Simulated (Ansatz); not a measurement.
B7H13, relaxed as a singlet with RKS B3LYP-D4/def2-SVP in Ansatz, starting from the GFN2-xTB geometry. Force threshold 0.02 eV/Å.

Another isomer (singlet) lies 0.75 eV lower at PBE0-D4/def2-TZVP; other spin states weren't run for this one.

Start:

```tsv
atom	x (Å)	y (Å)	z (Å)
B1	0.3019	1.1960	1.7620
B2	-0.0871	-0.5533	1.2198
B3	0.7737	-1.0357	-0.3047
B4	-1.0275	-0.8488	-0.3750
B5	-0.1264	-0.5620	-1.7680
B6	-1.3115	0.6667	-1.5815
B7	1.4622	0.1823	0.9160
H8	-2.0888	0.7047	-2.4678
H9	0.6500	1.4386	2.8625
H10	2.4152	-0.1734	1.5088
H11	1.3699	-2.0513	-0.3424
H12	-0.1544	-1.2665	-2.7108
H13	-0.3073	-1.3242	2.0816
H14	-1.7150	-1.8066	-0.3752
H15	-1.3671	1.6066	-0.8731
H16	-0.5460	1.9151	1.3673
H17	1.3867	1.4534	0.9062
H18	-0.0020	0.6582	-2.1102
H19	-1.2267	-0.1585	0.6854
H20	1.6004	-0.0413	-0.4007
```

```csv
step,energy (eV),largest force component (eV/Å),SCF passes
1,-4942.2090,0.802,16
2,-4942.4244,0.426,21
3,-4942.4663,0.235,20
4 (rejected),-4942.4165,0.370,18
5,-4942.4831,0.051,20
6,-4942.4849,0.044,20
7,-4942.4861,0.023,20
8,-4942.4868,0.014,20
9,-4942.4870,0.012,14
```

Force components are those of the run's own axes.

End:

```xyz
20

B     0.334    1.205    1.705
B    -0.129   -0.573    1.229
B     0.756   -1.090   -0.229
B    -1.003   -0.856   -0.353
B    -0.108   -0.505   -1.743
B    -1.328    0.648   -1.545
B     1.430    0.119    0.934
H    -1.997    0.690   -2.545
H     0.796    1.508    2.772
H     2.445   -0.188    1.488
H     1.369   -2.114   -0.309
H     0.020   -1.133   -2.752
H    -0.405   -1.328    2.117
H    -1.705   -1.828   -0.352
H    -1.509    1.505   -0.723
H    -0.573    1.861    1.269
H     1.335    1.422    0.775
H    -0.006    0.792   -1.942
H    -1.232   -0.067    0.690
H     1.511   -0.069   -0.486
```

By distances, no bond broke or formed. The bond that changes most is B7–H20, from 1.34 to 1.43 Å (atoms count from 1).

The force fell under the threshold at step 8, but the optimiser went on. No frequencies were taken in this run, so the end may be a saddle point.

Hardware: 4 threads of Arm Neoverse V1 on a shared host. Wall time 30 s.
